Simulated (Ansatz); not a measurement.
`F[SiH2]C[SiH3]` + `[OH]`• → `F[SiH2]C[SiH2]`• + H₂O  (hydrogen abstraction from the Si–H bond)

Computed with Ansatz on PBE0-D4/def2-TZVP structures; ΔE is electronic, products minus reactants. CBS: MP2 limit from def2 TZ/QZ plus the TZ coupled-cluster correction, frozen cores. This one scheme is used for every species. DFT in def2-TZVPP. B3LYP here is the variant with VWN-RPA as its local correlation; programs differ in this. No spin–orbit coupling; open shells (•) take unrestricted orbitals. Each species was taken in one conformer, which may not be the lowest.

`F[SiH2]C[SiH3]`:

Cartesian coordinates in Å:
```
F 1.298 -0.692 2.522
Si 0.833 -0.885 0.999
C -0.146 0.588 0.449
Si -0.755 0.509 -1.324
H 2.060 -1.045 0.180
H 0.014 -2.121 0.941
H -1.013 0.703 1.108
H 0.472 1.486 0.563
H -1.526 1.734 -1.663
H -1.634 -0.674 -1.515
H 0.396 0.397 -2.259
```

`[OH]`•:

```xyz
2

O     0.216   -0.276   -0.338
H    -0.216    0.276    0.338
```

`F[SiH2]C[SiH2]`•:

Cartesian coordinates in Å:
```
F 0.846 0.392 2.165
Si 0.869 0.945 0.661
C 0.312 -0.395 -0.494
Si -1.382 -1.122 -0.123
H -0.048 2.110 0.596
H 2.261 1.374 0.374
H 0.289 0.032 -1.506
H 1.056 -1.198 -0.504
H -2.402 -0.044 0.003
H -1.800 -2.094 -1.173
```

H₂O:

Cartesian coordinates in Å:
```
O -0.226 -0.186 -0.256
H 0.255 -0.566 0.482
H -0.029 0.752 -0.226
```

(1) Is it downhill or uphill in electronic energy at CCSD(T)/CBS, and by how much? (An estimate is asked.)

(2) What do these levels give: BLYP-D4, B3LYP-D4, CAM-B3LYP-D4, B2PLYP, PBE0, B3LYP, BHLYP, CAM-B3LYP, HF/def2-SVP, MP2/def2-SVP, CCSD(T)/def2-SVP, HF/def2-QZVPP? (Best estimate.)

Largest T1 diagnostic among the species: 0.012.

## Answers

(1) Computed: Downhill: ΔE = -117.5 kJ/mol.

(2) The calculation gave: BLYP-D4 -118.4, B3LYP-D4 -109.6, CAM-B3LYP-D4 -109.3, B2PLYP -111.7, PBE0 -117.5, B3LYP -109.2, BHLYP -86.9, CAM-B3LYP -109.1, HF/def2-SVP -38.3, MP2/def2-SVP -118.1, CCSD(T)/def2-SVP -96.2, HF/def2-QZVPP -42.1 kJ/mol.

At CCSD(T), def2-SVP lies +21.4 kJ/mol from the extrapolated value and def2-TZVPP +8.0 kJ/mol. From r2SCAN to r2SCAN0 (25 % exact exchange), in def2-TZVPP and without D4, ΔE moves by +10.1 kJ/mol.
